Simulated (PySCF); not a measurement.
# Zinc: highly charged ions in a basis for the neutral atom

Zn(12+) [Ar], Zn(13+) [Ne] 3s2 3p5. Computed with PySCF 2.14 in aug-cc-pVDZ-PP with ECP10MDF, with a scalar-relativistic core potential. No spin-orbit coupling, so a gap to NIST mixes the basis error with missing relativistic terms.

Changed run: basis of the neutral atom used for a highly charged ion. This setting is unsound on purpose.

```
species  method  sound run (hartree)  changed run (hartree)  converged
Zn(12+)     UHF              not run             -165.21153        yes
Zn(12+)  M06-2X              not run             -165.43881        yes
Zn(12+)  r2SCAN              not run             -165.62418        yes
Zn(13+)     UHF              not run             -149.75040        yes
Zn(13+)  M06-2X              not run             -149.93512        yes
Zn(13+)  r2SCAN              not run             -150.10759        yes
```

Ionisation energy of Zn(12+):

| method | changed run (eV) | NIST (eV) |
| --- | --- | --- |
| UHF | 420.72 | 417.6 ± 1.2 |
| M06-2X | 421.88 | 417.6 ± 1.2 |
| r2SCAN | 422.23 | 417.6 ± 1.2 |

The contracted functions were made for the neutral atom and can be too rigid for a highly charged ion.
